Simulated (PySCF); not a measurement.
PySCF job for Zn(SH)2 (H₂S₂Zn), SMILES [SH][Zn][SH], TDA-ωB97X/def2-SVPD. Coordinates come from a r2SCAN-D4/def2-TZVP optimisation. Other conformers were not sampled.

```python
import numpy as np
from pyscf import gto, scf, dft, tdscf

mol = gto.M(
    atom='''
    Zn    0.00000000   -0.00000000    0.01809396
    S    -2.15037965    0.05786095    0.04013097
    H    -2.24228829   -0.88782875   -0.91350497
    S     2.15037965   -0.05786095    0.04013096
    H     2.24228828    0.88782895   -0.91350477
    ''',
    basis='def2-SVPD',
    charge=0,
    spin=0,
    symmetry=True,
    max_memory=1600,
    verbose=4,
)
mf = dft.RKS(mol, xc='wb97x').density_fit(auxbasis='def2-universal-jkfit')
mf.grids.level = 3
mf.conv_tol = 1e-9
mf.max_cycle = 100
mf.kernel()
mf.grids = dft.Grids(mol).set(level=1).build(with_non0tab=True)  # coarser grid for the response kernel
td = tdscf.TDA(mf)
td.singlet = True
td.nstates = 10
td.conv_tol = 1e-4
td.kernel(x0=td.get_init_guess(mf, 15))
td.analyze()
tt = tdscf.TDA(mf)
tt.singlet = False
tt.nstates = 4
tt.conv_tol = 1e-4
tt.kernel(x0=tt.get_init_guess(mf, 9))
tt.analyze(verbose=3)
```

It prints:

```
PySCF version 2.14.0

[INPUT] verbose = 4
[INPUT] num. atoms = 5
[INPUT] num. electrons = 64
[INPUT] charge = 0
[INPUT] spin (= nelec alpha-beta = 2S) = 0
[INPUT] symmetry True subgroup None
[INPUT] Mole.unit = angstrom
[INPUT] Symbol           X                Y                Z      unit          X                Y                Z       unit  Magmom
[INPUT]  1 Zn     0.000000000000   0.000000000000   0.018093960000 AA    0.000000000000   0.000000000000   0.034192628909 Bohr   0.0
[INPUT]  2 S     -2.150379650000   0.057860950000   0.040130970000 AA   -4.063628602338   0.109341348807   0.075836542413 Bohr   0.0
[INPUT]  3 H     -2.242288290000  -0.887828750000  -0.913504970000 AA   -4.237310760419  -1.677753183015  -1.726274206729 Bohr   0.0
[INPUT]  4 S      2.150379650000  -0.057860950000   0.040130960000 AA    4.063628602338  -0.109341348807   0.075836523516 Bohr   0.0
[INPUT]  5 H      2.242288280000   0.887828950000  -0.913504770000 AA    4.237310741522   1.677753560960  -1.726273828784 Bohr   0.0

nuclear repulsion = 296.306164885628
point group symmetry = C2
symmetry origin: [-2.95269711e-10  5.90539414e-09 -1.77161824e-09]
symmetry axis x: [1.00000000e+00 1.00912305e-09 7.26383185e-10]
symmetry axis y: [ 1.00912299e-09 -1.00000000e+00  8.82257682e-08]
symmetry axis z: [-7.26383274e-10  8.82257680e-08  1.00000000e+00]
num. orbitals of irrep A = 53
num. orbitals of irrep B = 51
number of shells = 42
number of NR pGTOs = 186
number of NR cGTOs = 104
basis = def2-SVPD
ecp = {}


******** <class 'pyscf.df.df_jk.DFSymAdaptedRKS'> ********
method = DFSymAdaptedRKS
initial guess = minao
damping factor = 0
level_shift factor = 0
DIIS = <class 'pyscf.scf.diis.CDIIS'>
diis_start_cycle = 1
diis_space = 8
diis_damp = 0
SCF conv_tol = 1e-09
SCF conv_tol_grad = None
SCF max_cycles = 100
direct_scf = False
XC library pyscf.dft.libxc version 7.1.2
    S. Lehtola, C. Steigemann, M. J. T. Oliveira, and M. A. L. Marques,  SoftwareX 7, 1–5 (2018)
XC functionals = wb97x
    J.-D. Chai and M. Head-Gordon,  J. Chem. Phys. 128, 084106 (2008)
radial grids:
    Treutler-Ahlrichs [JCP 102, 346 (1995); DOI:10.1063/1.469408] (M4) radial grids

becke partition: Becke, JCP 88, 2547 (1988); DOI:10.1063/1.454033
pruning grids: <function nwchem_prune>
grids dens level: 3
symmetrized grids: True
atomic radii adjust function: <function treutler_atomic_radii_adjust>
small_rho_cutoff = 0
Freeze 0 electrons in irreps []
    64 free electrons in irreps A B
Set gradient conv threshold to 3.16228e-05
Initial guess from minao.
tot grids = 78016
******** <class 'pyscf.df.df.DF'> ********
auxbasis = def2-universal-jkfit
Create RSH-DF object <pyscf.df.df.DF object> for omega=0.3
******** <class 'pyscf.df.df.DF'> ********
auxbasis = auxmol.basis = def2-universal-jkfit
init E= -2576.30505076144
HOMO (A) = -0.335087791144907  LUMO (A) = -0.044748150395665  gap/eV = 7.90054
cycle= 1 E= -2576.53121792622  delta_E= -0.226  |g|= 0.545  |ddm|= 2.76
HOMO (B) = -0.349859097158883  LUMO (A) = 0.00356984815636796  gap/eV = 9.61729
cycle= 2 E= -2576.54895550398  delta_E= -0.0177  |g|= 0.599  |ddm|= 1.53
HOMO (A) = -0.364554243101491  LUMO (A) = 0.0208605062656311  gap/eV = 10.48767
cycle= 3 E= -2576.60138522038  delta_E= -0.0524  |g|= 0.0603  |ddm|= 0.658
HOMO (A) = -0.368562474218676  LUMO (A) = 0.0242537637588027  gap/eV = 10.68907
cycle= 4 E= -2576.60237438875  delta_E= -0.000989  |g|= 0.016  |ddm|= 0.103
HOMO (A) = -0.366182006759098  LUMO (A) = 0.0260477764367071  gap/eV = 10.67312
cycle= 5 E= -2576.60254684003  delta_E= -0.000172  |g|= 0.00375  |ddm|= 0.0477
HOMO (A) = -0.366636404446279  LUMO (A) = 0.0257896362365875  gap/eV = 10.67846
cycle= 6 E= -2576.60256134774  delta_E= -1.45e-05  |g|= 0.00113  |ddm|= 0.0141
HOMO (A) = -0.366476282421964  LUMO (A) = 0.0258370549537572  gap/eV = 10.67539
cycle= 7 E= -2576.60256297051  delta_E= -1.62e-06  |g|= 0.000325  |ddm|= 0.00476
HOMO (A) = -0.366537901313211  LUMO (A) = 0.0257896802803987  gap/eV = 10.67578
cycle= 8 E= -2576.60256309292  delta_E= -1.22e-07  |g|= 7.41e-05  |ddm|= 0.00128
HOMO (A) = -0.366532031688747  LUMO (A) = 0.025793343367841  gap/eV = 10.67572
cycle= 9 E= -2576.60256309754  delta_E= -4.62e-09  |g|= 1.81e-05  |ddm|= 0.000311
HOMO (A) = -0.36653224220512  LUMO (A) = 0.0257929141198874  gap/eV = 10.67571
cycle= 10 E= -2576.60256309792  delta_E= -3.88e-10  |g|= 3.98e-06  |ddm|= 0.000124
HOMO (A) = -0.366532350908681  LUMO (A) = 0.0257926743922354  gap/eV = 10.67571
Extra cycle  E= -2576.60256309794  delta_E= -1.46e-11  |g|= 2.42e-06  |ddm|= 1.42e-05
converged SCF energy = -2576.60256309794
tot grids = 25016


******** <class 'pyscf.tdscf.rks.TDA'> for <class 'pyscf.df.df_jk.DFSymAdaptedRKS'> ********
nstates = 10 singlet
deg_eia_thresh = 1.000e-03
wfnsym = None
conv_tol = 0.0001
eigh lindep = 1e-12
eigh level_shift = 0
eigh max_cycle = 100


Excitation energies (eV)
[5.67200665 5.68094814 6.12787759 6.15185522 6.45644533 6.64024933
 6.84667536 6.84808248 7.23920459 7.26954963]

** Singlet excitation energies and oscillator strengths **
Excited State   1:    A      5.67201 eV    218.59 nm  f=0.0451
      31 -> 36        0.11320
      32 -> 33        0.67626
Excited State   2:    B      5.68095 eV    218.25 nm  f=0.0489
      31 -> 33       -0.67363
      32 -> 36       -0.11406
Excited State   3:    B      6.12788 eV    202.33 nm  f=0.0020
      31 -> 35        0.46400
      31 -> 37       -0.16752
      32 -> 34       -0.44476
      32 -> 36        0.14090
      32 -> 38       -0.13449
Excited State   4:    A      6.15186 eV    201.54 nm  f=0.0024
      31 -> 34       -0.45174
      31 -> 36        0.14164
      31 -> 38       -0.13538
      32 -> 35        0.45883
      32 -> 37       -0.17012
Excited State   5:    B      6.45645 eV    192.03 nm  f=0.0005
      30 -> 33       -0.39332
      31 -> 35        0.38675
      32 -> 34        0.40908
Excited State   6:    A      6.64025 eV    186.72 nm  f=0.0037
      29 -> 33        0.15288
      31 -> 34        0.48124
      32 -> 35        0.44943
Excited State   7:    B      6.84668 eV    181.09 nm  f=0.0054
      31 -> 35        0.18128
      31 -> 37        0.45271
      31 -> 40       -0.11423
      32 -> 34       -0.17460
      32 -> 36       -0.30751
      32 -> 38        0.28388
      32 -> 41        0.14075
Excited State   8:    A      6.84808 eV    181.05 nm  f=0.0037
      31 -> 34        0.14351
      31 -> 36        0.30317
      31 -> 38       -0.28325
      31 -> 41       -0.13549
      32 -> 35       -0.21321
      32 -> 37       -0.45473
      32 -> 40        0.11645
Excited State   9:    B      7.23920 eV    171.27 nm  f=0.0188
      30 -> 35        0.67452
Excited State  10:    A      7.26955 eV    170.55 nm  f=0.0004
      29 -> 33        0.11885
      30 -> 34        0.66723

** Transition electric dipole moments (AU) **
state          X           Y           Z        Dip. S.      Osc.
  1        -0.0000     -0.0000     -0.5699      0.3247      0.0451
  2         0.1034      0.5837     -0.0000      0.3514      0.0489
  3        -0.0156     -0.1134      0.0000      0.0131      0.0020
  4        -0.0000     -0.0000     -0.1257      0.0158      0.0024
  5        -0.0349      0.0470      0.0000      0.0034      0.0005
  6        -0.0000      0.0000     -0.1498      0.0225      0.0037
  7        -0.0482      0.1724     -0.0000      0.0320      0.0054
  8        -0.0000     -0.0000     -0.1475      0.0218      0.0037
  9         0.3245     -0.0267      0.0000      0.1060      0.0188
 10         0.0000      0.0000     -0.0489      0.0024      0.0004

** Transition velocity dipole moments (imaginary part, AU) **
state          X           Y           Z        Dip. S.      Osc.
  1        -0.0000     -0.0000     -0.1103      0.0122      0.0389
  2         0.0124      0.1132      0.0000      0.0130      0.0414
  3        -0.0028     -0.0630      0.0000      0.0040      0.0118
  4        -0.0000     -0.0000     -0.0622      0.0039      0.0114
  5        -0.0649      0.0115      0.0000      0.0043      0.0122
  6        -0.0000      0.0000     -0.0401      0.0016      0.0044
  7        -0.0119      0.0751     -0.0000      0.0058      0.0153
  8        -0.0000      0.0000     -0.0707      0.0050      0.0132
  9         0.1060     -0.0014      0.0000      0.0112      0.0282
 10         0.0000      0.0000     -0.0055      0.0000      0.0001

** Transition magnetic dipole moments (imaginary part, AU) **
state          X           Y           Z
  1         0.0000     -0.0000      0.5689
  2         0.0658      0.5593      0.0000
  3         0.4760     -0.3197      0.0000
  4         0.0000      0.0000      0.3483
  5        -0.0001     -0.1450     -0.0000
  6        -0.0000      0.0000     -0.1039
  7        -0.2989      0.3580     -0.0000
  8         0.0000      0.0000      0.3305
  9        -0.0562     -0.7144     -0.0000
 10        -0.0000     -0.0000      0.7529


******** <class 'pyscf.tdscf.rks.TDA'> for <class 'pyscf.df.df_jk.DFSymAdaptedRKS'> ********
nstates = 4 triplet
deg_eia_thresh = 1.000e-03
wfnsym = None
conv_tol = 0.0001
eigh lindep = 1e-12
eigh level_shift = 0
eigh max_cycle = 100


Excitation energies (eV)
[5.3557529  5.35847683 5.88668808 5.90963971]

** Triplet excitation energies and oscillator strengths **
Excited State   1:    A      5.35575 eV    231.50 nm  f=0.0000
Excited State   2:    B      5.35848 eV    231.38 nm  f=0.0000
Excited State   3:    B      5.88669 eV    210.62 nm  f=0.0000
Excited State   4:    A      5.90964 eV    209.80 nm  f=0.0000
```

Self-consistency was reached.

Cost: around 40 core-seconds (rough).
